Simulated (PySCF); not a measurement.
## Spinor energies of Ta(2+) (tantalum, charge +2)

Start: [Xe] 4f14 5d2 6p1; 5d5/2 filled at m_j = +3/2, +5/2; 6p3/2 filled at m_j = +3/2. Calculated with PySCF 2.14 in x2c-TZVPall-2c with one added diffuse shell each of s, p, d type (12s12p11d2f, 117 functions): generalised Hartree-Fock with the X2C-1e Hamiltonian and a Gaussian nucleus; spin-orbit coupling (SO) screened by Boettger's factors. This is a chosen level, not necessarily the ground level.

```json
{"spinor shell": "1s1/2", "electrons": "2", "ε, screened SO (eV)": "-67776.0", "weight of nominal j (screened SO)": "1.000", "rms radius, screened SO (bohr)": "0.0211"}
{"spinor shell": "2s1/2", "electrons": "2", "ε, screened SO (eV)": "-11798.5", "weight of nominal j (screened SO)": "1.000", "rms radius, screened SO (bohr)": "0.0853"}
{"spinor shell": "2p1/2", "electrons": "2", "ε, screened SO (eV)": "-11255.9", "weight of nominal j (screened SO)": "1.000", "rms radius, screened SO (bohr)": "0.0726"}
{"spinor shell": "2p3/2", "electrons": "4", "ε, screened SO (eV)": "-9980.2", "weight of nominal j (screened SO)": "1.000", "rms radius, screened SO (bohr)": "0.0799"}
{"spinor shell": "3s1/2", "electrons": "2", "ε, screened SO (eV)": "-2778.9", "weight of nominal j (screened SO)": "1.000", "rms radius, screened SO (bohr)": "0.218"}
{"spinor shell": "3p1/2", "electrons": "2", "ε, screened SO (eV)": "-2538.1", "weight of nominal j (screened SO)": "1.000", "rms radius, screened SO (bohr)": "0.210"}
{"spinor shell": "3d3/2", "electrons": "4", "ε, screened SO (eV)": "-1856.7", "weight of nominal j (screened SO)": "1.000", "rms radius, screened SO (bohr)": "0.199"}
{"spinor shell": "3d5/2", "electrons": "6", "ε, screened SO (eV)": "-1796.3", "weight of nominal j (screened SO)": "1.000", "rms radius, screened SO (bohr)": "0.203"}
{"spinor shell": "4s1/2", "electrons": "2", "ε, screened SO (eV)": "-614.07", "weight of nominal j (screened SO)": "1.000", "rms radius, screened SO (bohr)": "0.488"}
{"spinor shell": "4p1/2", "electrons": "2", "ε, screened SO (eV)": "-513.46", "weight of nominal j (screened SO)": "1.000", "rms radius, screened SO (bohr)": "0.497"}
{"spinor shell": "4p3/2", "electrons": "4", "ε, screened SO (eV)": "-448.55", "weight of nominal j (screened SO)": "1.000", "rms radius, screened SO (bohr)": "0.530"}
{"spinor shell": "4d3/2", "electrons": "4", "ε, screened SO (eV)": "-282.64", "weight of nominal j (screened SO)": "1.000", "rms radius, screened SO (bohr)": "0.558"}
{"spinor shell": "4d5/2", "electrons": "6", "ε, screened SO (eV)": "-270.48", "weight of nominal j (screened SO)": "1.000", "rms radius, screened SO (bohr)": "0.569"}
{"spinor shell": "5s1/2", "electrons": "2", "ε, screened SO (eV)": "-107.04", "weight of nominal j (screened SO)": "1.000", "rms radius, screened SO (bohr)": "1.18"}
{"spinor shell": "5p1/2", "electrons": "2", "ε, screened SO (eV)": "-74.354", "weight of nominal j (screened SO)": "0.985", "rms radius, screened SO (bohr)": "1.30"}
{"spinor shell": "5p3/2", "electrons": "4", "ε, screened SO (eV)": "-65.493", "weight of nominal j (screened SO)": "0.991", "rms radius, screened SO (bohr)": "1.40"}
{"spinor shell": "4f5/2", "electrons": "6", "ε, screened SO (eV)": "-61.607", "weight of nominal j (screened SO)": "0.988", "rms radius, screened SO (bohr)": "0.699"}
{"spinor shell": "4f7/2", "electrons": "8", "ε, screened SO (eV)": "-59.714", "weight of nominal j (screened SO)": "0.991", "rms radius, screened SO (bohr)": "0.704"}
{"spinor shell": "5d5/2", "electrons": "2", "ε, screened SO (eV)": "-27.639", "weight of nominal j (screened SO)": "0.840", "rms radius, screened SO (bohr)": "2.08"}
{"spinor shell": "6p3/2", "electrons": "1", "ε, screened SO (eV)": "-16.523", "weight of nominal j (screened SO)": "1.000", "rms radius, screened SO (bohr)": "3.82"}
```

(1) Where does 3p3/2 lie, and what is the 3p spin-orbit splitting (screened SO)?

```
   quantity   screened SO
E (hartree)  -15609.31701
        M_J          11/2
       ⟨J²⟩        35.758
       ⟨L²⟩        20.307
       ⟨S²⟩         3.812
```

Each row is a mean over spinors that exchange with the open shell spreads, by up to 5.655 eV (5p3/2).

Rows whose weight is well below 1 are mixtures of j = l ± 1/2: exchange outweighs spin-orbit coupling there, and the label is only the starting occupation.

Breit and QED terms are absent; they matter most for the inner s and p1/2 levels.

Densities and radii are taken from the X2C orbitals without a picture-change correction, which distorts them close to the nucleus.

## Answers

(1) At -2258.7 eV, 279.44 eV above 3p1/2.
